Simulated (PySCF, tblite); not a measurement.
Compound: C6H13O3S (charge -1).
SMILES with atom numbers: `[CH3:1][CH2:2][CH2:3][CH2:4][C@H:5]([CH3:6])[S:7](=[O:8])(=[O:9])[O-:10]` (hydrogens: H11, H12, H13 on C1; H14, H15 on C2; H16, H17 on C3; H18, H19 on C4; H20 on C5; H21, H22, H23 on C6)

Structure optimised with GFN2-xTB, isolated species.

(1) What internal coordinates does the optimisation give?

## Answers

(1) 
```
                  bond  length (Å)
                 C1–C2       1.524
                 C2–C3       1.526
                 C3–C4       1.526
                 C4–C5       1.515
                 C5–C6       1.509
                 C5–S7       1.849
                 S7=O8       1.465
                 S7=O9       1.463
                S7–O10       1.463
C1–H11, C1–H12, C1–H13       1.089
                C2–H14       1.096
                C2–H15       1.092
                C3–H16       1.094
                C3–H17       1.091
                C4–H18       1.093
                C4–H19       1.100
                C5–H20       1.091
C6–H21, C6–H22, C6–H23       1.090
```

Bonds in one row agree within 0.01 Å and their mean is given. A selection of angles:
```
     angle  degrees
 C2–C1–H11    110.5
 C2–C1–H13    109.8
H11–C1–H12    108.4
H12–C1–H13    108.7
  C1–C2–C3    111.6
 C1–C2–H14    109.5
 C1–C2–H15    109.3
 C3–C2–H14    109.8
 C3–C2–H15    108.8
H14–C2–H15    107.7
  C2–C3–C4    112.0
 C2–C3–H16    109.1
 C2–C3–H17    109.9
 C4–C3–H16    110.0
 C4–C3–H17    107.2
H16–C3–H17    108.5
  C3–C4–C5    112.6
 C3–C4–H18    108.4
 C3–C4–H19    110.3
 C5–C4–H18    105.9
 C5–C4–H19    111.1
H18–C4–H19    108.4
  C4–C5–C6    116.7
  C4–C5–S7    108.4
 C4–C5–H20    110.3
  C6–C5–S7    106.0
 C6–C5–H20    111.3
 S7–C5–H20    103.1
 C5–C6–H21    108.4
 C5–C6–H22    108.8
 C5–C6–H23    112.7
H21–C6–H22    107.6
H21–C6–H23    109.5
  C5–S7–O8    106.7
  C5–S7–O9    105.1
 C5–S7–O10    103.9
  O8–S7–O9    113.4
 O8–S7–O10    113.1
 O9–S7–O10    113.5
```

Dihedral angles: C1–C2–C3–C4 -179° (antiperiplanar); C2–C3–C4–C5 165° (antiperiplanar); C3–C4–C5–C6 52° (synclinal); C4–C5–S7–O8 74° (synclinal).

Of the pairs four or more bonds apart, O8···H17 is among the closest relative to their van der Waals radii: 2.09 Å, 77 % of the sum of Bondi's values. S7 (sulfonyl sulfur) is distorted tetrahedral (angles from 103.9° to 113.5°). All 3 O–S bonds measure 1.463 to 1.465 Å.

Point group: C1 (no symmetry element, even within 0.4 Å). Its GFN2-xTB frequencies are all real (lowest 39 cm⁻¹).

One conformer stands for the species.

The numbers are calculated, not measured.
